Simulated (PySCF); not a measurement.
r2SCAN on S⁻ (sulfur, charge -1), [Ne] 3s2 3p5, 2P determinant. Computed with PySCF 2.14 in dyall-acv3z, with the non-relativistic Hamiltonian (point nucleus).

```
cycle= 1 E= -398.174273732098  delta_E= -0.00937  |g|= 0.0193  |ddm|= 0.106
cycle= 2 E= -398.174389334151  delta_E= -0.000116  |g|= 0.0157  |ddm|= 0.0304
cycle= 3 E= -398.17452100494  delta_E= -0.000132  |g|= 0.00631  |ddm|= 0.0202
cycle= 4 E= -398.174547044041  delta_E= -2.6e-05  |g|= 0.000672  |ddm|= 0.0064
cycle= 5 E= -398.174547988789  delta_E= -9.45e-07  |g|= 0.000174  |ddm|= 0.00182
cycle= 6 E= -398.174548067995  delta_E= -7.92e-08  |g|= 5.51e-05  |ddm|= 0.000607
cycle= 7 E= -398.17454807375  delta_E= -5.75e-09  |g|= 1.1e-05  |ddm|= 0.000175
cycle= 8 E= -398.174548073876  delta_E= -1.26e-10  |g|= 6.05e-07  |ddm|= 2.16e-05
converged SCF energy = -398.174548073876  <S^2> = 0.75884802  2S+1 = 2.0088285
```

Highest occupied orbital energy: 0.968 eV; ⟨L²⟩ = 2.04; populations by l: s 6.00, p 11.00, d 0.00, f 0.00.

(1) Can this result be used?

Answers

(1) With care. The run converged. At r2SCAN the highest occupied level has a positive energy, so only the finite basis holds that electron; in a semilocal or global hybrid functional this comes from self-interaction and does not mean that the real anion is unbound.
